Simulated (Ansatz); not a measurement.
Computed with Ansatz on PBE0-D4/def2-TZVP structures; ΔE is electronic, products minus reactants. CBS: MP2 limit from def2 TZ/QZ plus the TZ coupled-cluster correction, frozen cores. This one scheme is used for every species, atoms too. DFT in def2-TZVPP. No spin–orbit coupling; open shells (•) take unrestricted orbitals. Spin–orbit coupling would lower the free atoms: a little for C; strongly for Te. def2 core potentials past Kr. Bonds to Te are less sure, by a few kJ/mol each and by 10 to 20 or more in all where they break to atoms, as the def2 sets lack core-valence functions.

`CC(C)[TeH]` → 3 C• + 8 H• + Te•  (atomization)

```tsv
species	r2SCAN0-D4 energy (Eh)
`CC(C)[TeH]`	-387.19000
C•	-37.83406
H•	-0.49987
Te•	-268.06421
```

Q: Work out ΔE.

A: ΔE = 8 × (-0.49987) + 3 × (-37.83406) + (-268.06421) − (-387.19000) = 1.62465 Eh = +4265.5 kJ/mol. CCSD(T)/CBS gives +4320.6 kJ/mol.

Largest T1 diagnostic among the species: 0.010.

From BLYP to BHLYP (50 % exact exchange), in def2-TZVPP and without D4, ΔE moves by −50.7 kJ/mol: exact exchange takes away binding that semilocal exchange gives to molecules. At CCSD(T), def2-SVP lies −211.8 kJ/mol from the extrapolated value and def2-TZVPP −103.6 kJ/mol: correlation converges slowly with the basis, and small sets miss more of it in the bonded molecule than in its fragments.

For atomizations the MP2-based limit and the directly extrapolated one differ by several kJ/mol either way, and by 10 to 25 for some Ge, Se and Sn compounds, so smaller differences from it don't rank the levels.
